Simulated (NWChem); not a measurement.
# C2H2F, doublet; SMILES C(F)=[CH]

Results from NWChem. Spin-unrestricted. In the optimisation the excess spin sits in a' (Cs, its own frame). Structure relaxed at the PBE0/def2-SVP, spin-unrestricted level. No stability test was run on the SCF state. Level: M06-2X/def2-SVP with SMD (1 M gas to 1 M solution), gas-phase geometry. Reactions with the solvent are ignored.

Order these by “cavity-dispersion-structure term (kcal/mol)”, lowest first: dimethyl sulfoxide; water; ethanol; chlorobenzene.

chlorobenzene (1.2), ethanol (2.3), dimethyl sulfoxide (3.1), water (4.3)
